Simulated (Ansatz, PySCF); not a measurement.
Reaction (SMILES): OO (H2O2) [hydrogen peroxide] -> [O-]O + H+
Each molecule is optimised on its own at B3LYP-D3(BJ)/def2-TZVP (Ansatz, a quantum-chemistry and plane-wave program), one conformer each, not searched for the lowest.

Quantity: gas-phase deprotonation energy (0 K, with B3LYP-D3(BJ) harmonic zero-point energies from PySCF), in kJ/mol. Valence correlation only, unless marked. No spin-orbit coupling. Non-relativistic. Anions need diffuse functions: def2-D sets add few; the other sets have none. CBS marks a two-point X^-3 extrapolation of the correlation energy; Hartree-Fock from the larger set.

```csv
level,program,gas-phase deprotonation energy (kJ/mol)
revPBE-D4/def2-TZVPD,Ansatz + dftd4,1558.4
BHLYP-D4/def2-TZVPD,Ansatz + dftd4,1575.9
SCS-MP2/cc-pVQZ,Ansatz,1609.7
SCS-MP2/def2-QZVPPD,Ansatz,1576.2
```

Estimate the value at CCSD(T)/CBS(def2-TZVPPD,def2-QZVPPD) as computed with Ansatz.

1571.8 kJ/mol, so SCS-MP2/def2-QZVPPD differs from it by 4.4 kJ/mol.
